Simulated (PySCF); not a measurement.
## Co- (cobalt, charge -1) across methods

[Ar] 3d8 4s2, high-spin 3F determinant. All numbers are calculated (PySCF 2.14, the spin-free X2C one-electron Hamiltonian (Gaussian nucleus), in x2c-TZVPPall with one added diffuse shell each of s, p, d, f type (7s6p5d3f1g, 80 functions)).

```csv
method,E (hartree),mean ε 3d α (eV),mean ε 4s β (eV),mean ε 3d β (eV),Σ⟨r²⟩ (bohr²),⟨S²⟩
TPSS,-1393.306,0.964,1.101,2.256,62.76,2.017
r2SCAN,-1393.242,0.745,0.910,2.174,62.61,2.027
PBE0,-1393.028,-1.030,0.586,0.663,63.95,2.018
wB97X,-1393.292,-3.401,-1.162,-1.815,63.49,2.008
M06-2X,-1393.248,-3.549,0.241,-1.442,69.04,2.013
PBE,-1393.046,0.851,1.031,2.260,63.44,2.021
UHF,-1391.79617,-7.352,-0.130,-4.808,75.97,2.070
r2SCANh,-1393.219,-0.001,0.743,1.537,62.94,2.027
```

Question: Estimate the same row for LDA.

Answer: E (hartree) = -1390.633; mean ε 3d α (eV) = 0.681; mean ε 4s β (eV) = 0.899; mean ε 3d β (eV) = 2.250; Σ⟨r²⟩ (bohr²) = 62.24; ⟨S²⟩ = 2.024.

The highest occupied level is positive at TPSS, r2SCAN, PBE0, M06-2X, LDA, PBE, r2SCANh: only the finite basis holds that electron, which in a density functional comes from self-interaction.
